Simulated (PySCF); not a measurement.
C3H5Ge (charge -1), SMILES C#C[CH2][GeH2-], point group Cs.

Level: PBE0/pcSseg-1 in PySCF (density fitting, grid level 2); geometry and Hessian at that level, cubic constants and property derivatives from steps of ±0.6 along each species' dimensionless normal coordinates, second-order vibrational perturbation theory. The parent has the commonest isotopes.

Equilibrium geometry (Å):

| atom | x | y | z |
| --- | --- | --- | --- |
| C1 | -1.9423 | 0.7632 | -0.0502 |
| C2 | -1.0001 | 0.0184 | 0.1142 |
| C3 | 0.1128 | -0.8662 | 0.3109 |
| Ge4 | 2.0354 | -0.1430 | -0.1493 |
| H5 | -2.7090 | 1.4809 | -0.2235 |
| H6 | -0.0176 | -1.7728 | -0.2952 |
| H7 | 0.1577 | -1.1831 | 1.3615 |
| H8 | 1.8210 | 1.2571 | 0.6117 |
| H9 | 1.5963 | 0.4694 | -1.5698 |

(1) Give the equilibrium and ground-state rotational constants (MHz) of parent; ²H at 5.

(2) How is the parent's vibrational correction B0 − Be made up?

(3) And its quartic centrifugal distortion constants from the harmonic force field?

A mode lies under 250 cm⁻¹, where this perturbation treatment is rough. Internal rotors are held in one well.

Results:

(1) 
```csv
species,Ae,Be,Ce,A0,B0,C0,Δ0 (u Å²),harmonic ZPE (cm⁻¹)
parent,18268,1897.8,1771.1,18217,1882.9,1756.7,-8.468,12813
²H at 5,17459,1795.9,1674.9,17424,1782,1661.5,-8.448,12207
```

Δ0 = Ic − Ia − Ib from the ground-state constants.

(2) 
```tsv
axis	harmonic	Coriolis	cubic	total (MHz)
a	89	-82.1	-58.1	-51.2
b	2.31	-0.7	-16.5	-14.9
c	1.39	-0.824	-15	-14.4
```

(3) Asymmetric top, A reduction, Ir representation: ΔJ = 0.802 kHz, ΔJK = -24.1 kHz, ΔK = 356 kHz, δJ = 0.114 kHz, δK = 1.79 kHz.
